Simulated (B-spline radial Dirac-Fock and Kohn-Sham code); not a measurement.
## Two-hole binding energies of Bi²⁺

System: bismuth as Bi²⁺, [Xe] 4f14 5d10 6s2 6p1.

Method: ΔSCF Dirac-Fock with Breit, self-energy and vacuum polarisation, finite nucleus, configuration average. Computed with an atomic code on a B-spline grid. U is the two-hole binding energy less the two single-hole energies, the effective repulsion of the holes after relaxation. Each two-hole energy is an average over J within one jj subconfiguration.

```
          holes  E(a) (eV)  E(b) (eV)  E(ab) (eV)  U (eV)
   1s⁻¹ 2p3/2⁻¹    90549.1    13445.8    104385.1   390.3
   1s⁻¹ 3p1/2⁻¹    90549.1     3729.0     94429.9   151.8
   1s⁻¹ 3d3/2⁻¹    90549.1     2716.3     93385.7   120.3
   2s⁻¹ 3p1/2⁻¹    16420.9     3729.0     20263.6   113.7
2p1/2⁻¹ 3p3/2⁻¹    15738.8     3210.3     19056.8   107.7
2p1/2⁻¹ 3d3/2⁻¹    15738.8     2716.3     18570.1   115.0
2p3/2⁻¹ 3p1/2⁻¹    13445.8     3729.0     17290.3   115.6
2p3/2⁻¹ 3d3/2⁻¹    13445.8     2716.3     16280.2   118.2
3d3/2⁻¹ 3d5/2⁻¹     2716.3     2608.2      5411.4    86.9
        4d3/2⁻²      495.1      495.1      1023.2    33.0
        4f5/2⁻²      188.2      188.2           ?       ?
4f5/2⁻¹ 4f7/2⁻¹      188.2      182.9       404.2    33.0
        5p1/2⁻²      147.0      147.0       314.5    20.6
5p1/2⁻¹ 5p3/2⁻¹      147.0      122.5       288.0    18.5
```

**Question.** Give the missing two-hole energy and U.

**Answer.** E(ab) = 408.7 eV and U = 32.2 eV.
